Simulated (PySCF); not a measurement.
**Working out the excitation energy of S**

S [Ne] 3s2 3p4 (3P) → S [Ne] 3s1 3p5 (3P). All numbers are calculated (PySCF 2.14, the spin-free X2C one-electron Hamiltonian (Gaussian nucleus), in x2c-TZVPPall with one added diffuse shell each of s, p, d type (6s6p4d1f, 51 functions)). Frozen: 1s2. Energies in hartree (1 hartree = 27.21139 eV):

```json
{"part": "UHF", "S (lower)": "-398.584924", "S (upper)": "-398.159168"}
{"part": "MP2 opposite-spin", "S (lower)": "-0.200561", "S (upper)": "-0.235721"}
{"part": "MP2 same-spin", "S (lower)": "-0.076770", "S (upper)": "-0.080583"}
```

What does Hartree-Fock give?

(-398.159168) − (-398.584924) = 0.425756 hartree = 11.585 eV.

What do MP2 and SCS-MP2 (6/5 opposite-spin, 1/3 same-spin) give?

The opposite-spin parts differ by -0.957 eV and the same-spin parts by -0.104 eV. MP2: 11.585 + (-0.957) + (-0.104) = 10.524 eV. SCS-MP2: 11.585 + 1.2 × (-0.957) + (-0.104)/3 = 10.402 eV.

Measured between the centres of the two terms (NIST): 8.928 eV, so MP2 (valence and next inner shell) is off by 1.596 eV.

The upper state lies above the first ionisation limit, where it may autoionise and the basis confines it.

What remains against the reference includes basis incompleteness, the frozen core and correlation beyond second order.
